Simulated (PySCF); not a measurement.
F4Ge, SMILES [Ge]([F])([F])([F])[F] (connectivity only; charge and spin as stated), charge -1, multiplicity 2. Atoms are numbered in the order given.

```xyz
5

F      1.3845     0.0000     0.9181
Ge     0.0000     0.0000    -0.2271
F      0.0000    -1.8563    -0.5144
F      0.0000     1.8563    -0.5144
F     -1.3845     0.0000     0.9181
```
Charge -1, spin multiplicity 2.

The structure is a stationary point at B3LYP-D3(BJ)/def2-SVPD. The multiplicity is an assumed one; other spin states were not compared. The isomer is the one that the SMILES or the coordinates give; other isomers of the formula were not compared.

All values below come from PySCF with PBE/def2-SVPD.

Mulliken values depend strongly on the basis, most of all with diffuse functions as here. ESP charges are fitted to the potential on shells at 1.4 to 2.0 van der Waals radii. Atomic charges (e):

```
atom  meta-Löwdin  Mulliken  ESP fit  Mulliken spin
----  -----------  --------  -------  -------------
F1          -0.53     -0.68    -0.30          -0.01
Ge2          1.17      1.57     0.42           0.92
F3          -0.55     -0.60    -0.41           0.05
F4          -0.55     -0.60    -0.41           0.05
F5          -0.53     -0.68    -0.30          -0.01
```
